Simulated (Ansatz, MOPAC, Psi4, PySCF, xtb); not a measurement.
Two geometries of SMILES O[Si](O)(O)O, relaxed at B3LYP-D3(BJ)/def2-SVP with one dihedral held; other torsions can differ between them too.

Structure A

```
9

O     -0.8671     1.3413    -0.6008
Si     0.0902     0.0758    -0.1419
O      1.3728     0.5018     0.8034
O      0.6680    -0.5712    -1.5481
O     -0.8101    -0.9580     0.7886
H     -0.9404     1.4786    -1.5524
H      1.2124     0.4585     1.7533
H      1.4403    -1.1434    -1.4733
H     -1.7537    -0.9828     0.5921
```

Structure B

```
9

O      0.4778     1.3374    -0.8420
Si    -0.1389    -0.0566    -0.2072
O     -1.4267     0.4009     0.7198
O     -0.7139    -1.1503    -1.3052
O      1.0906    -0.8118     0.5937
H      1.2465     1.2428    -1.4163
H     -1.3415     1.2554     1.1587
H     -1.6101    -0.9834    -1.6202
H      0.9474    -1.7463     0.7839
```

### Question
Which is lower in energy at the level CCSD(T) on RHF/cc-pVTZ, frozen core // B3LYP-D3(BJ)/def2-SVP in Ansatz (a first-principles code), and by how much?

### Answer
B is lower, by 0.68 kcal/mol (dihedral O3–Si2–O1–H6: 120° in A, 180° in B).

E(B) − E(A) in kcal/mol at the other levels, on the same two geometries: B3LYP/def2-TZVP // B3LYP-D3(BJ)/def2-SVP (Psi4) -0.55; B3LYP-D3(BJ)/def2-TZVP // B3LYP-D3(BJ)/def2-SVP (Psi4) -0.55; PBE/def2-TZVP // B3LYP-D3(BJ)/def2-SVP (Psi4) -0.57; PBE-D3(BJ)/def2-TZVP // B3LYP-D3(BJ)/def2-SVP (Psi4) -0.57; M06-2X/def2-TZVP // B3LYP-D3(BJ)/def2-SVP (Psi4) -0.50; RHF/cc-pVTZ // B3LYP-D3(BJ)/def2-SVP (Ansatz) -0.60; MP2 on RHF/cc-pVTZ, frozen core // B3LYP-D3(BJ)/def2-SVP (Ansatz) -0.68; CCSD on RHF/cc-pVTZ, frozen core // B3LYP-D3(BJ)/def2-SVP (Ansatz) -0.67; PM7, restricted, heats of formation // B3LYP-D3(BJ)/def2-SVP (MOPAC) -0.54; PM3, restricted, heats of formation // B3LYP-D3(BJ)/def2-SVP (MOPAC) 0.11; GFN1-xTB // B3LYP-D3(BJ)/def2-SVP (xtb) -0.91; restricted B3LYP/6-31G*, spherical d // B3LYP-D3(BJ)/def2-SVP (PySCF) -0.56; restricted B3LYP/3-21G // B3LYP-D3(BJ)/def2-SVP (PySCF) -0.30; restricted Hartree-Fock/6-31G*, spherical d // B3LYP-D3(BJ)/def2-SVP (PySCF) -0.48; restricted Hartree-Fock/3-21G // B3LYP-D3(BJ)/def2-SVP (PySCF) -0.07.
